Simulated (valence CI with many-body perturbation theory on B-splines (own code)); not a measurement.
E1 line list for Ho XXXV

Calculated by relativistic CI+MBPT: five valence electrons over a frozen Dirac-Fock core [Ar] 3d10, a basis of 9 s, 9 p, 8 d, 6 f, 3 g, 1 h functions for each j, with the one-electron correlation potential Σ1, the two-electron term Σ2, the three-electron term Σ3, Breit, model QED; selected CI, second order for the rest (own B-spline code, finite nucleus).

No measured spectrum was set against this ion. As an estimate, large intervals hold to a few tenths of a per cent, small ones and those within an open d or f shell to about a per cent. Among the levels kept, up to 300 cm⁻¹ of a level comes from second order outside the variational space, and about a tenth of that is noise between levels of different J, which matters for small intervals.

Lines 101 to 150 of 220 in falling wavelength, among levels below 2269100 cm⁻¹, chosen from the strongest by gf and those to the six lowest levels. Wavelengths and rates use the calculated energies. Electric multipoles are in the length gauge, E1 and E2 with the static RPA response of the core. Weak lines are less certain than strong ones. Lines between different terms over intervals too small for the method are left out, as are lines whose strength nearly cancels. The highest levels of a list are the least certain.

Levels are named by their leading jj configuration (3d3/2^4 stands for four electrons in 3d with j = 3/2), which in mixed levels can hold well under half, so a name can repeat and another be missing. Letters in brackets count levels of one name in rising energy.

| λ vac (Å) | Upper | Lower | A (s⁻¹) | S (a.u.) with core polarisation | S without |
| --- | --- | --- | --- | --- | --- |
| 104.9 | (4s^2 4p1/2 4p3/2 4d3/2) J=1/2 [a] | (4s^2 4p1/2 4p3/2^2) J=1/2 | 8.22e+04 | 9.36e-08 | 1.69e-08 |
| 102.9 | (4s 4p1/2 4p3/2^3) J=3/2 | (4s^2 4p1/2 4p3/2^2) J=1/2 | 4.24e+08 | 9.12e-04 | 9.64e-04 |
| 102.7 | (4s 4p1/2^2 4p3/2 4d3/2) J=3/2 [b] | (4s 4p1/2^2 4p3/2^2) J=3/2 | 6.33e+09 | 1.35e-02 | 1.44e-02 |
| 100.7 | (4s^2 4p1/2 4p3/2 4d3/2) J=3/2 [a] | (4s^2 4p1/2 4p3/2^2) J=5/2 | 7.08e+08 | 1.43e-03 | 1.51e-03 |
| 100.0 | (4s^2 4p1/2 4p3/2 4d3/2) J=5/2 [a] | (4s^2 4p1/2 4p3/2^2) J=5/2 | 8.79e+08 | 2.61e-03 | 2.73e-03 |
| 98.90 | (4s 4p1/2^2 4p3/2 4d3/2) J=5/2 [b] | (4s 4p1/2^2 4p3/2^2) J=3/2 | 1.34e+10 | 3.85e-02 | 4.10e-02 |
| 98.10 | (4s 4p1/2 4p3/2^3) J=3/2 | (4s^2 4p1/2 4p3/2^2) J=5/2 | 1.01e+09 | 1.89e-03 | 2.05e-03 |
| 97.70 | (4s 4p1/2^2 4p3/2 4d5/2) J=3/2 | (4s 4p1/2^2 4p3/2^2) J=3/2 | 4.97e+09 | 9.14e-03 | 9.87e-03 |
| 97.43 | (4s 4p1/2^2 4p3/2 4d5/2) J=5/2 | (4s^2 4p1/2^2 4d5/2) J=5/2 | 2.43e+09 | 6.64e-03 | 7.15e-03 |
| 97.02 | (4s^2 4p1/2 4p3/2 4d3/2) J=3/2 [a] | (4s^2 4p1/2 4p3/2^2) J=3/2 | 1.01e+09 | 1.82e-03 | 1.98e-03 |
| 96.77 | (4s^2 4p1/2^2 4d3/2) J=3/2 | (4s^2 4p1/2^2 4p3/2) J=3/2 | 1.11e+08 | 1.99e-04 | 1.99e-04 |
| 96.40 | (4s^2 4p1/2 4p3/2 4d3/2) J=5/2 [a] | (4s^2 4p1/2 4p3/2^2) J=3/2 | 7.89e+07 | 2.09e-04 | 2.19e-04 |
| 96.38 | (4s 4p1/2^2 4p3/2^2) J=5/2 | (4s^2 4p1/2^2 4p3/2) J=3/2 | 5.73e+09 | 1.52e-02 | 1.63e-02 |
| 96.31 | (4s^2 4p1/2 4p3/2 4d3/2) J=7/2 | (4s^2 4p1/2 4p3/2^2) J=5/2 | 1.02e+07 | 3.59e-05 | 3.65e-05 |
| 96.31 | (4s 4p1/2^2 4p3/2 4d3/2) J=5/2 [a] | (4s 4p1/2^2 4p3/2^2) J=5/2 | 7.23e+09 | 1.91e-02 | 2.03e-02 |
| 96.25 | (4s^2 4p1/2 4p3/2 4d3/2) J=1/2 [a] | (4s^2 4p1/2 4p3/2^2) J=3/2 | 5.18e+06 | 4.56e-06 | 3.87e-06 |
| 95.92 | (4s 4p1/2^2 4p3/2 4d3/2) J=5/2 [a] | (4s^2 4p1/2^2 4d3/2) J=3/2 | 1.47e+08 | 3.84e-04 | 4.12e-04 |
| 95.88 | (4s 4p1/2^2 4p3/2 4d3/2) J=3/2 [a] | (4s 4p1/2^2 4p3/2^2) J=5/2 | 1.22e+10 | 2.13e-02 | 2.26e-02 |
| 95.50 | (4s 4p1/2^2 4p3/2 4d3/2) J=3/2 [a] | (4s^2 4p1/2^2 4d3/2) J=3/2 | 8.75e+08 | 1.51e-03 | 1.61e-03 |
| 95.50 | (4s 4p1/2^2 4p3/2 4d3/2) J=1/2 [a] | (4s^2 4p1/2^2 4d3/2) J=3/2 | 1.13e+09 | 9.70e-04 | 1.03e-03 |
| 94.59 | (4s 4p1/2 4p3/2^3) J=3/2 | (4s^2 4p1/2 4p3/2^2) J=3/2 | 2.07e+10 | 3.46e-02 | 3.71e-02 |
| 94.21 | (4s 4p3/2^4) J=1/2 [a] | (4s^2 4p3/2^3) J=3/2 | 1.95e+10 | 1.61e-02 | 1.73e-02 |
| 93.96 | (4s 4p1/2 4p3/2^3) J=5/2 | (4s^2 4p1/2 4p3/2^2) J=5/2 | 1.10e+10 | 2.70e-02 | 2.90e-02 |
| 93.94 | (4s 4p1/2^2 4p3/2 4d5/2) J=7/2 | (4s^2 4p1/2^2 4d5/2) J=5/2 | 1.60e+10 | 5.24e-02 | 5.61e-02 |
| 93.52 | (4s 4p1/2^2 4p3/2 4d3/2) J=1/2 [b] | (4s 4p1/2^2 4p3/2^2) J=1/2 | 1.16e+10 | 9.37e-03 | 9.91e-03 |
| 92.67 | (4s^2 4p1/2 4p3/2 4d3/2) J=1/2 [b] | (4s^2 4p1/2 4p3/2^2) J=1/2 | 1.01e+10 | 7.91e-03 | 8.50e-03 |
| 92.29 | (4s^2 4p3/2^2 4d3/2) J=1/2 | (4s^2 4p3/2^3) J=3/2 | 1.73e+08 | 1.35e-04 | 1.41e-04 |
| 92.25 | (4s^2 4p3/2^2 4d3/2) J=3/2 [a] | (4s^2 4p3/2^3) J=3/2 | 3.34e+07 | 5.18e-05 | 5.26e-05 |
| 91.76 | (4s^2 4p3/2^2 4d3/2) J=5/2 | (4s^2 4p3/2^3) J=3/2 | 3.70e+09 | 8.46e-03 | 9.02e-03 |
| 91.57 | (4s^2 4p1/2 4p3/2 4d3/2) J=3/2 [b] | (4s^2 4p1/2 4p3/2^2) J=1/2 | 1.71e+09 | 2.60e-03 | 2.78e-03 |
| 91.24 | (4s^2 4p1/2 4p3/2 4d5/2) J=7/2 [a] | (4s^2 4p1/2 4p3/2^2) J=5/2 | 4.46e+08 | 1.34e-03 | 1.41e-03 |
| 90.73 | (4s 4p1/2 4p3/2^3) J=5/2 | (4s^2 4p1/2 4p3/2^2) J=3/2 | 2.74e+08 | 6.07e-04 | 6.56e-04 |
| 89.58 | (4s^2 4p1/2 4p3/2 4d5/2) J=3/2 [a] | (4s^2 4p1/2 4p3/2^2) J=1/2 | 1.47e+09 | 2.09e-03 | 2.27e-03 |
| 89.56 | (4s 4p1/2^2 4p3/2 4d3/2) J=3/2 [b] | (4s 4p1/2^2 4p3/2^2) J=5/2 | 2.50e+09 | 3.55e-03 | 3.75e-03 |
| 89.23 | (4s 4p1/2^2 4p3/2 4d3/2) J=3/2 [b] | (4s^2 4p1/2^2 4d3/2) J=3/2 | 8.39e+10 | 1.18e-01 | 1.25e-01 |
| 88.12 | (4s^2 4p1/2 4p3/2 4d3/2) J=5/2 [b] | (4s^2 4p1/2 4p3/2^2) J=5/2 | 1.48e+06 | 2.99e-06 | 2.91e-06 |
| 87.74 | (4s^2 4p1/2 4p3/2 4d3/2) J=3/2 [b] | (4s^2 4p1/2 4p3/2^2) J=5/2 | 1.84e+10 | 2.45e-02 | 2.62e-02 |
| 87.48 | (4s^2 4p1/2 4p3/2 4d3/2) J=1/2 [c] | (4s^2 4p1/2 4p3/2^2) J=1/2 | 9.17e+07 | 6.06e-05 | 6.91e-05 |
| 86.67 | (4s 4p1/2^2 4p3/2 4d3/2) J=5/2 [b] | (4s 4p1/2^2 4p3/2^2) J=5/2 | 1.05e+10 | 2.03e-02 | 2.15e-02 |
| 86.41 | (4s 4p1/2^2 4p3/2^2) J=1/2 | (4s^2 4p1/2^2 4p3/2) J=3/2 | 1.08e+11 | 6.90e-02 | 7.35e-02 |
| 86.36 | (4s 4p1/2^2 4p3/2 4d3/2) J=5/2 [b] | (4s^2 4p1/2^2 4d3/2) J=3/2 | 5.59e+10 | 1.07e-01 | 1.14e-01 |
| 86.03 | (4s^2 4p3/2^2 4d3/2) J=3/2 [b] | (4s^2 4p3/2^3) J=3/2 | 1.10e+10 | 1.38e-02 | 1.47e-02 |
| 85.92 | (4s^2 4p1/2 4p3/2 4d5/2) J=3/2 [a] | (4s^2 4p1/2 4p3/2^2) J=5/2 | 4.04e+10 | 5.06e-02 | 5.39e-02 |
| 85.87 | (4s^2 4p1/2 4p3/2 4d3/2) J=1/2 [b] | (4s^2 4p1/2 4p3/2^2) J=3/2 | 5.04e+10 | 3.15e-02 | 3.36e-02 |
| 85.75 | (4s 4p1/2^2 4p3/2 4d5/2) J=3/2 | (4s 4p1/2^2 4p3/2^2) J=5/2 | 6.87e+10 | 8.55e-02 | 9.09e-02 |
| 85.44 | (4s 4p1/2^2 4p3/2 4d5/2) J=3/2 | (4s^2 4p1/2^2 4d3/2) J=3/2 | 3.99e+09 | 4.91e-03 | 5.27e-03 |
| 85.27 | (4s^2 4p1/2 4p3/2 4d3/2) J=5/2 [b] | (4s^2 4p1/2 4p3/2^2) J=3/2 | 3.50e+10 | 6.42e-02 | 6.81e-02 |
| 84.92 | (4s^2 4p1/2 4p3/2 4d3/2) J=3/2 [b] | (4s^2 4p1/2 4p3/2^2) J=3/2 | 3.67e+07 | 4.43e-05 | 4.47e-05 |
| 84.73 | (4s 4p1/2^2 4p3/2^2) J=3/2 | (4s^2 4p1/2^2 4p3/2) J=3/2 | 2.28e+11 | 2.74e-01 | 2.91e-01 |
| 84.54 | (4s^2 4p1/2 4p3/2 4d5/2) J=3/2 [b] | (4s^2 4p1/2 4p3/2^2) J=1/2 | 1.26e+09 | 1.50e-03 | 1.56e-03 |
